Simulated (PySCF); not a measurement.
The isolated species `C#CPc1cccs1` is ionised with Al Kα (hν = 1486.6 eV). Calculated photoelectron kinetic energies of its computed core levels, recoil neglected:

```tsv
line	kinetic energy (eV)
1	1349.52
2	1348.62
3	1196.39
4	1196.30
5	1196.18
6	1196.12
7	1196.00
8	1195.94
```

Method: delta-SCF UKS SCAN, pcX-2 on the ionised atom, pcseg-1 elsewhere, spin-free X2C in PySCF.

Convert to binding energies and name the level and atom behind each line. Numbering: `[CH:1]#[C:2][PH:3][c:4]1[cH:5][cH:6][cH:7][s:8]1`.

Against the vacuum level, binding energy = hν − kinetic energy.

```tsv
line	binding energy (eV)	level	atoms	environment
1	137.08	P 2p3/2	P3	phosphine phosphorus
2	137.98	P 2p1/2	P3	phosphine phosphorus
3	290.21	C 1s	C1	terminal alkyne carbon
4	290.30	C 1s	C5	aromatic CH carbon
5	290.42	C 1s	C6	aromatic CH carbon
6	290.48	C 1s	C2	alkyne carbon
7	290.60	C 1s	C4	substituted aromatic carbon
8	290.66	C 1s	C7	aromatic CH next to a ring sulfur
```

Out of reach at this photon energy: P 1s (2150.8 eV), S 1s (2477.9 eV).

Where does line 8 move with hν = 800.0 eV?

To 800.0 − 290.66 = 509.34 eV; every photoline shifts by the change in photon energy, -686.6 eV.

Lowest listed C 1s: C1, bonded to C (triple bond) and H. Highest, 0.45 eV above it: C7, bonded to S (aromatic in the SMILES), C (aromatic in the SMILES) and H.

Which photon wavelength matches the C 1s of C1 threshold?

λ = hc/E = 12398.42 eV Å / 290.21 eV = 42.722 Å.

Other core shells, valence and Auger electrons aren't listed. Not every level is listed. The unrestricted hole states depart most from a pure doublet (⟨S²⟩ = 0.75; over 0.85 named) for C 1s of C2 (0.87), which makes this value less certain. 2p3/2 and 2p1/2 are the ΔSCF energy of one spin-free 2p hole plus the eigenvalues of a spin–orbit and ligand-field matrix of the shell. 2p1/2 minus 2p3/2 (ligand field included): P 0.90 eV. One conformer (not necessarily the lowest) at the PBE0-D3(BJ)/def2-SVP geometry, without solvent, vibrations or thermal averaging.

Shape of the structure used: `[CH:1]#[C:2][PH:3][c:4]1[cH:5][cH:6][cH:7][s:8]1`: C2–P3–C4–C5 25°.
